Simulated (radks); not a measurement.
Charge is removed step by step from the 3s down level of the argon ion Ar3+, starting from [Ne] 3s(up 1, down 1) 3p3. Calculated with a radial shooting solver on a logarithmic mesh with Libxc functionals: scalar-relativistic Kohn-Sham, r2SCAN, spin-polarised, spherical densities, finite nucleus; open shells are filled with parallel spins first; meta-GGA in the generalised Kohn-Sham scheme; Fermi nuclear charge, rms radius 3.4274 fm.

| removed (e) | E - E(0) (eV) | eigenvalue (eV) |
|---|---|---|
| 0 | 0.000 | -62.642 |
| 0.25 | 16.066 | -65.882 |
| 0.5 | 32.928 | -68.991 |
| 0.75 | 50.539 | -71.838 |

The mean slope of the eigenvalue, de/dn, is 12.3 eV per electron.
